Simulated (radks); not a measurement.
Values are calculated unless marked as measured or tabulated.
Ionisation of the europium ion Eu+, [Xe] 4f7 6s1, to Eu2+, [Xe] 4f7, under several functionals. Scalar-relativistic Kohn-Sham, spin-polarised, spherical densities, finite nucleus; open shells are filled with parallel spins first (spin-orbit coupling, left out, can overturn this in heavy ions); a radial shooting solver on a logarithmic mesh with Libxc functionals.

functional	E(Eu+) (hartree)	Exc (hartree)	IE (eV)	-e(HOMO) (eV)	<r> HOMO (bohr)	IE error (eV)
RPBE	-10843.8102	-242.6589	11.431	8.815	3.833	+0.191
BP86	-10844.9554	-243.8017	11.575	9.103	3.778	+0.335
exchange-only r2SCAN	-10841.1077	-239.2636	10.732	8.580	3.957	-0.508
HCTH/407	-10849.9441	-249.1211	11.203	8.773	3.812	-0.037
OLYP	-10847.4219	-246.4582	11.226	8.568	3.847	-0.014
Wu-Cohen GGA	-10842.4528	-241.2904	11.462	8.979	3.781	+0.222
LDA (Slater exchange, Perdew-Wang correlation)	-10835.9975	-234.8179	11.714	9.138	3.764	+0.474
MS2 meta-GGA	-10843.1054	-241.6396	11.428	8.968	3.809	+0.188
LDA (Slater exchange, VWN5 correlation)	-10836.0239	-234.8447	11.718	9.142	3.763	+0.478

NIST Atomic Spectra Database: 11.24 eV (semi-empirical). Closest: OLYP. The Delta-SCF values span 0.99 eV, the total energies 13.95 hartree. The highest occupied level is 6s. Open shells are spherical and high-spin; term and fine-structure splittings are not resolved. Spin-orbit splitting is averaged out at the scalar-relativistic level.
